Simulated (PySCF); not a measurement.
PySCF input file for C5H7FO, SMILES C=C[C@]1(F)CCO1, PBE-D3(BJ)/def2-SVP. The structure is a stationary point at PBE-D3(BJ)/def2-SVP. The structure was generated by enumeration; whether it is a known compound was not checked. One conformer was computed; it need not be the lowest.

```python
import numpy as np
from pyscf import gto, scf, dft, df
from pyscf.hessian import thermo

mol = gto.M(
    atom='''
    C     2.49486105   -0.28837944    0.13070458
    C     1.27237628   -0.63974161   -0.29599512
    C     0.00857586    0.08169746    0.07098384
    F     0.31484609    1.20734609    0.82609291
    C    -1.17430981   -0.70126151    0.68875096
    C    -1.96635344   -0.15520786   -0.51046617
    O    -0.76823887    0.44602185   -1.06547798
    H     2.62750126    0.58182270    0.79135953
    H     3.39089950   -0.85223361   -0.17016131
    H     1.12229619   -1.50561490   -0.96270324
    H    -1.45838351   -0.33279958    1.69133892
    H    -1.03973457   -1.79856333    0.70926596
    H    -2.74418546    0.60410378   -0.27560691
    H    -2.39699701   -0.91364712   -1.19837371
    ''',
    basis='def2-SVP',
    charge=0,
    spin=0,
    max_memory=1600,
    verbose=3,
)
mf = dft.RKS(mol, xc='pbe').density_fit(auxbasis='def2-universal-jkfit')
mf.disp = 'd3bj'
mf.grids.level = 3
mf.conv_tol = 1e-11
mf.max_cycle = 100
mf.kernel()

# [left out here: the lines that compute and print the analytic Hessian (its translational invariance restored by hand, since the grid's response is missing), thermochemistry and intensities]
```

It prints:

```
[...]
Normal mode                   x     y     z       x     y     z       x     y     z
       0   C                -0.02  0.02  0.01    0.03 -0.02 -0.01   -0.01  0.00  0.00
       1   C                 0.01 -0.03 -0.01   -0.01  0.03 -0.00   -0.00  0.01  0.01
       2   C                 0.09  0.07  0.01   -0.14 -0.09  0.02    0.05 -0.02 -0.00
       3   F                -0.01 -0.02 -0.01    0.02  0.02  0.01   -0.00  0.00  0.00
       4   C                 0.02 -0.03  0.03   -0.04  0.03 -0.05   -0.03  0.07  0.05
       5   C                -0.06  0.07  0.03    0.06  0.05  0.04    0.02 -0.08 -0.05
       6   O                 0.01 -0.03 -0.04    0.00 -0.02 -0.01   -0.01  0.01 -0.01
       7   H                 0.08 -0.01  0.02   -0.08  0.01 -0.04   -0.00  0.00  0.00
       8   H                -0.08 -0.03 -0.06    0.10  0.04  0.09   -0.03 -0.01 -0.02
       9   H                -0.04 -0.01 -0.02    0.13 -0.02  0.01   -0.11  0.03  0.01
      10   H                -0.22 -0.04 -0.03    0.17  0.10 -0.03    0.37 -0.11  0.23
      11   H                -0.04 -0.04  0.11    0.28  0.08 -0.05   -0.33  0.03 -0.26
      12   H                -0.42 -0.30  0.11   -0.17 -0.27  0.29    0.07 -0.16  0.37
      13   H                 0.35  0.18 -0.33    0.31  0.05 -0.11   -0.10  0.25 -0.34
Mode                                21                  22                  23
Irrep
Freq [cm^-1]                     1203.5277           1241.4765           1266.2255
Reduced mass [au]                   2.1060              1.9016              1.5853
Force const [Dyne/A]                1.7973              1.7268              1.4975
Char temp [K]                    1731.6083           1786.2083           1821.8165
Normal mode                   x     y     z       x     y     z       x     y     z
       0   C                -0.01  0.02  0.02    0.01  0.02  0.02   -0.04 -0.06 -0.05
       1   C                 0.01 -0.05 -0.03    0.00  0.03  0.02   -0.00  0.08  0.07
       2   C                 0.05  0.11  0.02    0.09 -0.14 -0.08    0.11 -0.01 -0.01
       3   F                -0.01 -0.02 -0.01   -0.00  0.03  0.02   -0.01 -0.00 -0.00
       4   C                -0.15 -0.04 -0.04   -0.06  0.02  0.01   -0.04 -0.00  0.00
       5   C                 0.02 -0.00  0.02   -0.00  0.01  0.01   -0.01 -0.00  0.00
       6   O                 0.01 -0.01  0.01   -0.02  0.02 -0.00   -0.01  0.01 -0.00
       7   H                 0.15 -0.01  0.03   -0.03  0.02  0.02   -0.47 -0.00 -0.06
       8   H                -0.04 -0.00 -0.03   -0.08 -0.07 -0.07   -0.08 -0.08 -0.08
       9   H                -0.04 -0.04 -0.02   -0.51  0.10  0.03    0.56  0.01  0.06
      10   H                 0.49  0.09  0.09   -0.14 -0.08  0.02    0.02 -0.04  0.04
      11   H                 0.35  0.02  0.12    0.40  0.07  0.05    0.14  0.02  0.05
      12   H                 0.02  0.02 -0.04   -0.02  0.01 -0.05   -0.02  0.00 -0.04
      13   H                 0.01 -0.02  0.06    0.03  0.00 -0.00   -0.02  0.02 -0.01
Mode                                24                  25                  26
Irrep
Freq [cm^-1]                     1297.2602           1373.2361           1392.5505
Reduced mass [au]                   1.4775              1.3004              1.1323
Force const [Dyne/A]                1.4650              1.4449              1.2937
Char temp [K]                    1866.4686           1975.7810           2003.5701
Normal mode                   x     y     z       x     y     z       x     y     z
       0   C                 0.00 -0.00  0.00   -0.04 -0.03 -0.03    0.01  0.00  0.00
       1   C                -0.00  0.00 -0.01   -0.10  0.03  0.01    0.01 -0.00 -0.00
       2   C                -0.01 -0.03  0.05    0.07 -0.04 -0.02   -0.03 -0.00  0.00
       3   F                 0.00  0.00 -0.00   -0.00  0.01  0.01    0.00  0.00 -0.00
       4   C                 0.01  0.02 -0.03   -0.01  0.01 -0.00    0.01  0.05 -0.08
       5   C                 0.00 -0.07  0.13   -0.00  0.00 -0.00    0.00 -0.00  0.01
       6   O                -0.03  0.01 -0.04   -0.00  0.00  0.00   -0.00 -0.00  0.00
       7   H                 0.02  0.01 -0.01    0.50 -0.11 -0.02   -0.05  0.01  0.00
       8   H                 0.01 -0.00  0.03    0.37  0.40  0.34   -0.03 -0.04 -0.03
       9   H                 0.02 -0.01 -0.00    0.20 -0.02  0.00   -0.01  0.00 -0.00
      10   H                 0.02  0.08 -0.06   -0.03 -0.10  0.03    0.06 -0.60  0.19
      11   H                 0.01  0.02 -0.07    0.04  0.01  0.08   -0.16  0.03  0.63
      12   H                 0.16  0.27 -0.47   -0.02 -0.01 -0.01    0.11  0.09  0.05
      13   H                 0.16  0.34 -0.42   -0.02  0.01 -0.00    0.15 -0.04 -0.03
Mode                                27                  28                  29
Irrep
Freq [cm^-1]                     1457.5194           1675.7727           2965.8519
Reduced mass [au]                   1.1183              5.6916              1.0579
Force const [Dyne/A]                1.3998              9.4171              5.4828
Char temp [K]                    2097.0459           2411.0638           4267.2005
Normal mode                   x     y     z       x     y     z       x     y     z
       0   C                 0.01  0.00  0.00    0.16  0.04  0.05   -0.00  0.00  0.00
       1   C                 0.00 -0.00 -0.00   -0.20 -0.03 -0.05   -0.00 -0.00 -0.00
       2   C                -0.02 -0.00 -0.01    0.04 -0.00 -0.00    0.00  0.00  0.00
       3   F                 0.00  0.00  0.00   -0.00  0.00  0.00   -0.00 -0.00 -0.00
       4   C                 0.00  0.01 -0.02    0.00 -0.00  0.00    0.00  0.00 -0.00
       5   C                 0.08  0.00  0.03   -0.00 -0.00 -0.00   -0.06  0.01 -0.02
       6   O                 0.01 -0.00  0.01    0.00 -0.00  0.00   -0.00 -0.00  0.00
       7   H                -0.02  0.01  0.00   -0.15  0.11  0.06    0.00  0.00  0.00
       8   H                -0.01 -0.01 -0.01    0.03 -0.14 -0.10    0.00 -0.00 -0.00
       9   H                -0.01 -0.00 -0.00    0.13 -0.10 -0.06    0.00  0.00  0.00
      10   H                 0.01 -0.12  0.03   -0.00  0.00 -0.00   -0.01  0.01  0.02
      11   H                -0.03  0.01  0.12    0.00 -0.00 -0.00    0.00 -0.02 -0.00
      12   H                -0.42 -0.36 -0.34    0.00  0.01  0.00    0.52 -0.54 -0.17
      13   H                -0.58  0.31  0.06    0.00 -0.00 -0.00    0.21  0.42  0.37
Mode                                30                  31                  32
Irrep
Freq [cm^-1]                     3020.9570           3030.7150           3084.3626
Reduced mass [au]                   1.1112              1.0624              1.0586
Force const [Dyne/A]                5.9751              5.7497              5.9337
Char temp [K]                    4346.4846           4360.5241           4437.7110
Normal mode                   x     y     z       x     y     z       x     y     z
       0   C                -0.00 -0.00 -0.00   -0.00 -0.00 -0.00   -0.06 -0.01 -0.02
       1   C                 0.00  0.00  0.00   -0.00 -0.00 -0.00    0.00 -0.02 -0.01
       2   C                -0.00  0.00  0.00   -0.00 -0.00  0.00   -0.00 -0.00 -0.00
       3   F                 0.00 -0.00 -0.00   -0.00 -0.00  0.00    0.00  0.00  0.00
       4   C                 0.00 -0.01  0.00    0.01  0.04 -0.05   -0.00  0.00  0.00
       5   C                -0.01  0.08  0.05    0.00  0.01  0.01    0.00  0.00  0.00
       6   O                 0.00 -0.00 -0.00    0.00 -0.00  0.00   -0.00  0.00  0.00
       7   H                -0.00  0.00  0.00    0.00  0.00  0.00    0.07  0.49  0.37
       8   H                 0.00 -0.00 -0.00    0.00 -0.00 -0.00    0.54 -0.35 -0.19
       9   H                -0.00 -0.00 -0.00    0.00  0.01  0.01    0.04  0.25  0.20
      10   H                 0.01 -0.02 -0.05   -0.17  0.23  0.57    0.01 -0.01 -0.02
      11   H                -0.02  0.18  0.00    0.09 -0.70 -0.00    0.00 -0.01  0.00
      12   H                 0.39 -0.39 -0.11    0.06 -0.05 -0.02   -0.00  0.00  0.00
      13   H                -0.28 -0.50 -0.46   -0.05 -0.10 -0.09   -0.00 -0.00 -0.00
Mode                                33                  34                  35
Irrep
Freq [cm^-1]                     3102.7977           3104.6485           3189.3344
Reduced mass [au]                   1.1006              1.1052              1.1179
Force const [Dyne/A]                6.2431              6.2762              6.6995
Char temp [K]                    4464.2350           4466.8980           4588.7421
Normal mode                   x     y     z       x     y     z       x     y     z
       0   C                 0.02  0.01  0.01    0.01  0.01  0.01   -0.04  0.07  0.05
       1   C                -0.01 -0.05 -0.04   -0.01 -0.04 -0.03    0.00  0.01  0.00
       2   C                -0.00  0.00  0.00   -0.00 -0.00 -0.00    0.00  0.00  0.00
       3   F                -0.00  0.00 -0.00    0.00  0.00  0.00   -0.00 -0.00 -0.00
       4   C                -0.01  0.04  0.03    0.02 -0.06 -0.04   -0.00  0.00  0.00
       5   C                -0.00  0.00  0.00    0.00 -0.00 -0.00    0.00  0.00  0.00
       6   O                 0.00 -0.00  0.00    0.00  0.00  0.00   -0.00 -0.00 -0.00
       7   H                -0.03 -0.18 -0.14   -0.02 -0.13 -0.10   -0.09 -0.53 -0.40
       8   H                -0.12  0.08  0.04   -0.08  0.05  0.03    0.53 -0.33 -0.18
       9   H                 0.09  0.55  0.42    0.07  0.43  0.33   -0.01 -0.06 -0.05
      10   H                 0.11 -0.15 -0.40   -0.15  0.19  0.51    0.00 -0.00 -0.00
      11   H                 0.04 -0.37  0.01   -0.06  0.49 -0.01    0.00 -0.00  0.00
      12   H                 0.02 -0.02 -0.01   -0.03  0.03  0.01   -0.00  0.00  0.00
      13   H                -0.01 -0.02 -0.02    0.02  0.03  0.03   -0.00 -0.00 -0.00
temperature 298.1500 [K]
pressure 101325.00 [Pa]
Rotational constants [GHz] 5.27443 2.06022 1.90118
Symmetry number 1
Zero-point energy (ZPE) 0.10854 [Eh]   284967.791 [J/mol]
                           tot       elec      trans        rot        vib
Entropy [J/mol/K]       343.540      0.000    166.440    113.573     63.527
Cv [J/mol/K]            105.244      0.000     12.472     12.472     80.301
Cp [J/mol/K]            113.559      0.000     20.786     12.472     80.301
Internal energy [J/mol]                      3718.434   3718.434 295634.993
Internal energy [Eh]   -368.94503  -369.06047
Enthalpy [J/mol]                             6197.391   3718.434 295634.993
Enthalpy [Eh]          -368.94409
Gibbs free energy [J/mol]                  -43426.784 -30143.481 276694.483
Gibbs free energy [Eh] -368.98310
mode   freq/cm-1   IR/(km/mol)
   1       82.75         0.590
   2       92.07         1.201
   3      265.96         1.188
   4      286.11         1.354
   5      418.00         4.404
   6      441.04         0.184
   7      481.90         2.960
   8      655.10         5.423
   9      686.14         6.196
  10      754.27         0.944
  11      856.46        16.336
  12      900.18        39.993
  13      925.60        33.658
  14      965.59         7.827
  15      983.23        25.339
  16      989.07        27.308
  17     1001.14       111.658
  18     1052.42        78.620
  19     1118.70        20.918
  20     1127.26        13.715
  21     1153.66         8.215
  22     1203.53        47.697
  23     1241.48        38.192
  24     1266.23        17.226
  25     1297.26         4.938
  26     1373.24        29.343
  27     1392.55        12.180
  28     1457.52         0.394
  29     1675.77         1.606
  30     2965.85        70.274
  31     3020.96        25.870
  32     3030.71         9.502
  33     3084.36         4.374
  34     3102.80         0.180
  35     3104.65         8.769
  36     3189.33         1.945
max |gradient| / (hartree/bohr): 0.00023040404523580558
APT charges: [-0.0781 -0.1005  0.9802 -0.521  -0.068   0.4338 -0.692   0.0664  0.0359
  0.0259  0.006   0.0172 -0.0563 -0.0494]
```

Self-consistency was reached.
